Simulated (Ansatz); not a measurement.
One change: `B[SiH](F)C=C` becomes `B[SiH](F)S`.

Ansatz, PBE0-D4/def2-TZVP geometries, multiplicity 1. Each molecule was computed in one conformer, which needn't be the lowest.

```tsv
property	`B[SiH](F)C=C`
HOMO energy (ωB97M-V/def2-TZVPP) / eV	-9.93
LUMO energy (ωB97M-V/def2-TZVPP) / eV	-0.59
HOMO–LUMO gap (PBE/def2-TZVPP) / eV	3.09
size of the dipole moment (B3LYP/def2-TZVPP) / D	1.50
HOMO–LUMO gap (ωB97M-V/def2-TZVPP) / eV	9.34
HOMO energy (B3LYP/def2-TZVPP) / eV	-7.58
```

**Question.** Give the same properties after the change, and the shifts. (Estimate.)

**Answer.** Ansatz gave: 
| property | `B[SiH](F)S` | shift |
| --- | --- | --- |
| HOMO energy (ωB97M-V/def2-TZVPP) / eV | -9.56 | 0.37 |
| LUMO energy (ωB97M-V/def2-TZVPP) / eV | 1.12 | 1.71 |
| HOMO–LUMO gap (PBE/def2-TZVPP) / eV | 4.89 | 1.80 |
| size of the dipole moment (B3LYP/def2-TZVPP) / D | 1.00 | -0.50 |
| HOMO–LUMO gap (ωB97M-V/def2-TZVPP) / eV | 10.68 | 1.34 |
| HOMO energy (B3LYP/def2-TZVPP) / eV | -7.30 | 0.28 |

With PBE0 the HOMO rises by 0.29 eV and the LUMO rises by 1.92 eV, so the gap widens by about 1.63 eV. PBE moves the HOMO by 0.27 eV and ωB97M-V by 0.37 eV. Dipoles are sizes alone; their direction can turn.

B3LYP here is the variant with VWN-RPA as its local correlation; programs differ in this.
